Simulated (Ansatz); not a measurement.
Geometry optimisation, Ansatz, RKS LDA/6-31G*.

Input file:

```yaml
crystal:
  periodic: [false, false, false]
  atoms:
    - { symbol: "N", position_ang: [0.348, -1.6065, 2.1222] }
    - { symbol: Al, position_ang: [0.7248, -0.327, 0.7192] }
    - { symbol: C, position_ang: [0.0684, -0.1892, -1.1359] }
    - { symbol: C, position_ang: [-0.0615, 1.3, -0.8689] }
    - { symbol: F, position_ang: [0.5842, 2.0688, -1.7671] }
    - { symbol: F, position_ang: [-1.4828, 1.6201, -0.9281] }
    - { symbol: O, position_ang: [0.3725, 1.4664, 0.448] }
    - { symbol: H, position_ang: [-0.3224, -2.2411, 1.6923] }
    - { symbol: H, position_ang: [-0.2283, -1.0113, 2.8761] }
    - { symbol: H, position_ang: [-0.8309, -0.7578, -1.292] }
    - { symbol: H, position_ang: [2.0848, -1.03423, 0.57143] }
basis:
  gaussian: { orbitals: "6-31G*" }
hamiltonian:
  xc: lda
relax:
  f_tol: 0.02
  max_steps: 50
```

Launched with:

```bash
$ ansatz run input.yaml --threads 2 --pin off --max-ram 3072MiB --backend cpu --events-out ev --progress --plain --runs-dir out
```

Where does it end, and by what steps?

It converged. After 17 steps the energy has fallen by 4.869 eV; H9 moved furthest, 1.67 Å. Joined: N1–C3.

| step | energy less start (eV) | largest force component (eV/Å) | accepted |
| --- | --- | --- | --- |
| 0 | 0.0000 | 3.195 | yes |
| 1 | -1.2542 | 1.744 | yes |
| 2 | -1.9503 | 1.025 | yes |
| 3 | -2.2253 | 0.645 | yes |
| 4 | -2.4031 | 0.957 | yes |
| 5 | -2.5256 | 1.094 | yes |
| 6 | -2.6147 | 0.919 | yes |
| 7 | -2.7007 | 0.529 | yes |
| 8 | -2.9324 | 1.072 | yes |
| 9 | -3.4493 | 1.557 | yes |
| 10 | -4.0983 | 2.467 | yes |
| 11 | -4.4985 | 2.198 | yes |
| 12 | -4.7158 | 0.580 | yes |
| 13 | -4.8102 | 0.570 | yes |
| 14 | -4.8509 | 0.584 | yes |
| 15 | -4.8652 | 0.291 | yes |
| 16 | -4.8689 | 0.092 | yes |
| 17 | -4.8694 | 0.020 | yes |

```xyz
11
Properties=species:S:1:pos:R:3
N -0.256 -0.896 1.085
Al 1.559 -0.258 0.510
C -0.128 -0.580 -0.376
C -0.138 0.941 -0.407
F -0.176 1.381 -1.683
F -1.278 1.434 0.197
O 0.954 1.402 0.260
H -0.379 -1.900 1.259
H -1.000 -0.350 1.556
H -0.829 -1.084 -1.055
H 2.929 -0.802 1.090
```

Whether the end is a true minimum wasn't checked by a vibrational analysis.

Time of the run: 48 s on 2 threads of Arm Neoverse V1, on a shared host, peak memory 0.25 GiB.
